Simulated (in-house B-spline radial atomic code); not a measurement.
**PBE0 excitations of Ar IX (Ar8+)**

Method: PBE0. Computed with a B-spline radial code for spherical atoms: linear response of the closed shell [He] 2s2 2p6 with the functional's adiabatic kernel; scalar-relativistic (spin-free one-electron X2C), finite nucleus, no spin-orbit coupling, no double excitations, S, P, D and F terms only. Only terms of natural parity with L up to 3 were computed.

Command:
```bash
python run_td.py task.json out
```
Settings (radii: box in bohr, nucleus in fm):
```
Z                        18
electrons                10
configuration            [He] 2s2 2p6
hamiltonian              x2c
method                   pbe0
box_radius               11.59
rms_radius               3.4274
intervals                70
```

Time taken, with all properties: 0.5 s on 1 thread of Arm Neoverse N1 (shared host).

The lowest states, in the order of their Tamm-Dancoff energies; the method's threshold (minus the highest occupied level) is 403.04 eV. Labels give the largest channel, * marks a mixed state, and oscillator strengths are full-response dipole values. Semilocal kernels can invert the small singlet-triplet splittings of Rydberg terms. Energies in eV:

```csv
state,full response,Tamm-Dancoff,oscillator strength
2p → 3s 3P,245.38,245.40,-
2p → 3s 1P,247.12,247.15,0.207
2p → 3p 3S,?,?,-
2p → 3p 3D,262.64,262.66,-
2p → 3p 1D,264.04,264.05,-
2p → 3p 1S,273.81,274.46,-
2p → 3d 3P,285.64,285.66,-
2p → 3d 3F,?,?,-
2p → 3d 1F,287.36,287.36,-
2p → 3d 1P,292.05,292.24,1.84
2s → 3s 3S,313.97,313.98,-
2s → 3s 1S,317.40,317.55,-
2p → 4s 3P,325.21,325.21,-
2p → 4s 1P,325.77,325.77,0.0322
2p → 4p 3S,331.23,331.25,-
2s → 3p 3P,331.67,331.68,-
```

Question: Where does 2p → 3d 3F lie?

Answer: At 286.17 eV in full response, 286.19 eV in Tamm-Dancoff.

Question: Where does 2p → 3p 3S lie?

Answer: At 260.86 eV in full response, 260.91 eV in Tamm-Dancoff.

Question: How large is the singlet-triplet splitting of 2p → 3s (P terms) in Tamm-Dancoff?

Answer: 1.75 eV, from the unrounded values.

Question: What polarisabilities and dispersion coefficient does the method give?

Answer: Dipole 0.03786 bohr³, quadrupole 0.01122 bohr⁵, C6 0.01399 hartree·bohr⁶ for two such species.
